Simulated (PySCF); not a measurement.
B(CCH)(H)2 (C2H3B), SMILES BC#C. Geometry: B3LYP-D3(BJ)/def2-TZVP.

These are B3LYP-D3(BJ)/def2-TZVP (PySCF) values and carry that method's errors.

Harmonic wavenumbers (cm⁻¹): 261, 302, 623, 790, 883, 920, 1006, 1235, 2144, 2605, 2682, 3456. Rotational constants (GHz): 236.0, 9.091, 8.753; symmetry number 2.

**Question.** Work out the zero-point energy and the ideal-gas rigid-rotor harmonic-oscillator thermochemistry at 298.15 K and 1 atm.

**Answer.** ZPE = ½ Σ hcν = ½ × 16908 cm⁻¹ = 24.17 kcal/mol. H − E(el) = 27.34 kcal/mol. Entropy in cal/(mol K): translation 36.82, rotation 19.00, vibration 4.09, total 59.91. G − E(el) = 9.48 kcal/mol. Cp = 14.57 cal/(mol K).
